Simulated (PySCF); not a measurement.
Computed properties of B(Br)(vinyl)(OH) (C2H4BBrO), SMILES C(B(O)Br)=C

B(Br)(vinyl)(OH) (C2H4BBrO), SMILES C=CB(O)Br. Geometry optimised at ωB97X-D3(BJ)/def2-SVP. Other conformers were not sampled. All values are computed for the isolated molecule unless a solvent is named; none is compared with measurement here.

**Structure.** The optimised structure has Cs symmetry. All 21 harmonic modes at ωB97X-D3(BJ)/def2-SVP (PySCF) are real, so it is a minimum. With heavy atoms numbered as in [B:1]([Br:2])([CH:3]=[CH2:4])[OH:8], the shortest bond between them is C3–C4 at 1.341 Å and the longest B1–Br2 at 1.944 Å.

**Vibrations.** The strongest infrared lines (harmonic, unscaled, degenerate partners summed) lie at 1135 cm⁻¹ (378 km/mol, H 50 %, B 34 %, O 13 %), 1405 cm⁻¹ (151 km/mol, H 40 %, B 38 %, O 15 %), 1459 cm⁻¹ (124 km/mol, H 46 %, B 32 %, C 13 %, O 8 %). The softest mode is at 72 cm⁻¹ and the zero-point energy is 39.7 kcal/mol.

**Electronic structure.** CAM-B3LYP/def2-TZVP (PySCF) places the frontier levels at -9.46 and -0.35 eV, a gap of 9.11 eV, and gives a dipole moment of 1.01 D and a mean polarisability of 61.3 bohr³. PBE/def2-TZVP (PySCF) at the same geometry gives -7.02 and -2.43 eV, so its gap is 4.52 eV narrower. An orbital gap is neither the optical nor the fundamental gap.

**Excitations.** TDDFT-CAM-B3LYP/def2-SVPD (PySCF) has S1 at 5.94 eV (209 nm, f = 0.000, dark); the most intense of the 10 singlets computed lies at 6.26 eV (f = 0.45). T1 (TDA) is at 3.79 eV. TDDFT-PBE/def2-SVPD (PySCF) puts S1 at 4.62 eV. No vertical singlet excitation falls in the visible range (under 3.1 eV).

**NMR.** GIAO shifts at HF/pcSseg-1 (PySCF) (non-relativistic, atoms alike by connectivity averaged): ¹³C from 138.8 to 153.8 ppm against TMS; ¹H from 5.4 to 7.0 ppm against TMS; ¹¹B at 30.6 ppm against BF3. Without spin–orbit terms, shifts of atoms bonded to Cl or Br come out too high.
